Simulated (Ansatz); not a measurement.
A first, cheap relaxation of `[SiH3]CC1[SiH2][SiH2]1`.

```yaml
crystal:
  periodic: [false, false, false]
  atoms:
    - {symbol: Si, position_ang: [-0.002500, -2.347700, 0.229000]}
    - {symbol: C, position_ang: [0.569700, -0.641200, -0.436800]}
    - {symbol: C, position_ang: [-0.400700, 0.540700, -0.352600]}
    - {symbol: Si, position_ang: [0.353300, 2.224700, -0.753400]}
    - {symbol: Si, position_ang: [-0.520100, 1.477600, 1.208300]}
    - {symbol: H, position_ang: [-1.296500, -2.675800, -0.495500]}
    - {symbol: H, position_ang: [1.007600, -3.346200, 0.000500]}
    - {symbol: H, position_ang: [-0.298200, -2.188000, 1.665500]}
    - {symbol: H, position_ang: [1.533000, -0.417200, 0.107800]}
    - {symbol: H, position_ang: [0.814500, -0.799000, -1.472000]}
    - {symbol: H, position_ang: [-1.319700, 0.327000, -0.811500]}
    - {symbol: H, position_ang: [1.761300, 2.189000, -0.991800]}
    - {symbol: H, position_ang: [-0.667800, 2.932200, -1.725400]}
    - {symbol: H, position_ang: [-1.974900, 1.708100, 1.595300]}
    - {symbol: H, position_ang: [0.418900, 0.965200, 2.261900]}
basis:
  gaussian: {orbitals: def2-SVP}
hamiltonian: {xc: pbe, dispersion: d4}
relax: {f_tol: 0.03, max_steps: 200}
```

```sh
$ ansatz run in.yaml --threads 2 --pin off --events-out ev --progress --plain --max-ram 22528MiB --backend cpu
```

Output, abridged:

```
Functional definition: PBE
mean field -25843.23803236 eV, -949.7214805132 hartree, gradient 4.7e-5 eV, S^2 0.000000; 0 other end points of the search recorded, 0 dependent functions left out
relax step   1: F+E_penalty+E_count = -25843.64618477 eV  Δ(F+E_penalty+E_count) = +0.000e0 eV  max|allowed force component| = 2.541e0 eV/Å  Δτ_max = 0.0000 Å  (30 SCF iters, accepted)
mean field -25843.72065376 eV, -949.7392165227 hartree, gradient 2.1e-5 eV, S^2 0.000000; 0 other end points of the search recorded, 0 dependent functions left out
relax step   2: F+E_penalty+E_count = -25844.12302800 eV  Δ(F+E_penalty+E_count) = -4.768e-1 eV  max|allowed force component| = 7.971e-1 eV/Å  Δτ_max = 0.1946 Å  (29 SCF iters, accepted)
mean field -25843.77893138 eV, -949.7413581858 hartree, gradient 2.2e-5 eV, S^2 0.000000; 0 other end points of the search recorded, 0 dependent functions left out
relax step   3: F+E_penalty+E_count = -25844.18051252 eV  Δ(F+E_penalty+E_count) = -5.748e-2 eV  max|allowed force component| = 3.073e-1 eV/Å  Δτ_max = 0.1216 Å  (29 SCF iters, accepted)
mean field -25843.78987656 eV, -949.7417604135 hartree, gradient 1.4e-5 eV, S^2 0.000000; 0 other end points of the search recorded, 0 dependent functions left out
relax step   4: F+E_penalty+E_count = -25844.19376474 eV  Δ(F+E_penalty+E_count) = -1.325e-2 eV  max|allowed force component| = 2.318e-1 eV/Å  Δτ_max = 0.1073 Å  (30 SCF iters, accepted)
mean field -25843.79458837 eV, -949.7419335694 hartree, gradient 1.4e-5 eV, S^2 0.000000; 0 other end points of the search recorded, 0 dependent functions left out
relax step   5: F+E_penalty+E_count = -25844.19794401 eV  Δ(F+E_penalty+E_count) = -4.179e-3 eV  max|allowed force component| = 5.653e-2 eV/Å  Δτ_max = 0.0746 Å  (30 SCF iters, accepted)
mean field -25843.79651959 eV, -949.7420045405 hartree, gradient 1.4e-5 eV, S^2 0.000000; 0 other end points of the search recorded, 0 dependent functions left out
relax step   6: F+E_penalty+E_count = -25844.19954593 eV  Δ(F+E_penalty+E_count) = -1.602e-3 eV  max|allowed force component| = 4.933e-2 eV/Å  Δτ_max = 0.0678 Å  (30 SCF iters, accepted)
mean field -25843.79974078 eV, -949.7421229171 hartree, gradient 1.4e-5 eV, S^2 0.000000; 0 other end points of the search recorded, 0 dependent functions left out
relax step   7: F+E_penalty+E_count = -25844.20098408 eV  Δ(F+E_penalty+E_count) = -1.438e-3 eV  max|allowed force component| = 1.133e-1 eV/Å  Δτ_max = 0.0901 Å  (30 SCF iters, accepted)
mean field -25843.80122244 eV, -949.7421773669 hartree, gradient 1.4e-5 eV, S^2 0.000000; 0 other end points of the search recorded, 0 dependent functions left out
relax step   8: F+E_penalty+E_count = -25844.20323940 eV  Δ(F+E_penalty+E_count) = -2.255e-3 eV  max|allowed force component| = 5.905e-2 eV/Å  Δτ_max = 0.0267 Å  (31 SCF iters, accepted)
mean field -25843.80142401 eV, -949.7421847745 hartree, gradient 1.4e-5 eV, S^2 0.000000; 0 other end points of the search recorded, 0 dependent functions left out
relax step   9: F+E_penalty+E_count = -25844.20314910 eV  Δ(F+E_penalty+E_count) = +9.030e-5 eV  max|allowed force component| = 8.511e-2 eV/Å  Δτ_max = 0.0170 Å  (31 SCF iters, rejected (line search))
mean field -25843.80157035 eV, -949.7421901525 hartree, gradient 6.2e-6 eV, S^2 0.000000; 0 other end points of the search recorded, 0 dependent functions left out
relax step  10: F+E_penalty+E_count = -25844.20363439 eV  Δ(F+E_penalty+E_count) = -3.950e-4 eV  max|allowed force component| = 1.653e-2 eV/Å  Δτ_max = 0.0083 Å  (24 SCF iters, accepted)
mean field -25843.80157035 eV, -949.7421901525 hartree, gradient 7.9e-6 eV, S^2 0.000000; 1 other end points of the search recorded, 0 dependent functions left out
Total energy: -25844.20367776 eV, -949.7569673272 hartree
Atom 0 at    -0.048809    -2.310234     0.255356 Å, force     0.002601    -0.001222     0.002779 eV/Å
Atom 1 at     0.652248    -0.732224    -0.542750 Å, force    -0.012282     0.002833     0.007005 eV/Å
Atom 2 at    -0.317001     0.448592    -0.436884 Å, force     0.016525    -0.008257    -0.003644 eV/Å
Atom 3 at     0.231601     2.276451    -0.738618 Å, force    -0.002499    -0.000145     0.006223 eV/Å
Atom 4 at    -0.565067     1.419548     1.214094 Å, force     0.000353     0.004476     0.000969 eV/Å
Atom 5 at    -1.347265    -2.685406    -0.411431 Å, force     0.002623     0.000408     0.003031 eV/Å
Atom 6 at     0.909431    -3.466644     0.126118 Å, force    -0.001474     0.001279     0.000154 eV/Å
Atom 7 at    -0.322748    -2.070528     1.717731 Å, force    -0.000142     0.001111    -0.002709 eV/Å
Atom 8 at     1.620594    -0.499201    -0.047581 Å, force    -0.001811    -0.002255     0.000330 eV/Å
Atom 9 at     0.903777    -0.950007    -1.604661 Å, force     0.002394    -0.000287    -0.008383 eV/Å
Atom 10 at    -1.296995     0.252464    -0.920697 Å, force    -0.009508     0.003487    -0.004297 eV/Å
Atom 11 at     1.710428     2.476076    -0.897437 Å, force    -0.000551     0.002199     0.004978 eV/Å
Atom 12 at    -0.590528     3.096498    -1.688788 Å, force     0.002323    -0.000940    -0.005170 eV/Å
Atom 13 at    -1.970641     1.612629     1.700361 Å, force     0.001863    -0.004698     0.003505 eV/Å
Atom 14 at     0.408875     1.081386     2.304489 Å, force    -0.000416     0.002011    -0.004771 eV/Å
Dipole moment:     0.039758     0.056389    -0.103908 e Å
```

Run time 23 s (2 threads of an AMD EPYC 7R13 on a shared host); peak host memory 0.24 GiB.
